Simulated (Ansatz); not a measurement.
Gas-phase electronic energies from Ansatz, PBE0-D4/def2-TZVP geometries. CCSD(T)/CBS adds triple-zeta CCSD(T) − MP2 to the extrapolated MP2 energy (def2 sets, frozen cores). Functionals use def2-TZVPP. B3LYP here is the variant with VWN-RPA as its local correlation; programs differ in this. def2 core potentials past Kr. For Te outer-core shells are correlated without core-valence functions, which leaves a few kJ/mol of doubt a bond. Each species was taken in one conformer, which may not be the lowest.

Consider the formal exchange of groups at a Te–Si bond: `ClC[SiH2][TeH]` + `NCS` → `SC[TeH]` + `N[SiH2]CCl`.

**Question.** Is it downhill or uphill in electronic energy at CCSD(T)/CBS, and by how much? (Best estimate.)

**Answer.** The calculation gave: Downhill: ΔE = -0.29 eV.

**Question.** What do these levels give: r2SCAN-D4, ωB97X-V, B3LYP, SCS-MP2/def2-TZVPP, MP2/def2-QZVPP, HF/CBS(def2)? (Estimate.)

**Answer.** Ansatz gave: r2SCAN-D4 -0.23, ωB97X-V -0.24, B3LYP -0.26, SCS-MP2/def2-TZVPP -0.33, MP2/def2-QZVPP -0.33, HF/CBS(def2) -0.27 eV.

Largest T1 diagnostic among the species: 0.011.
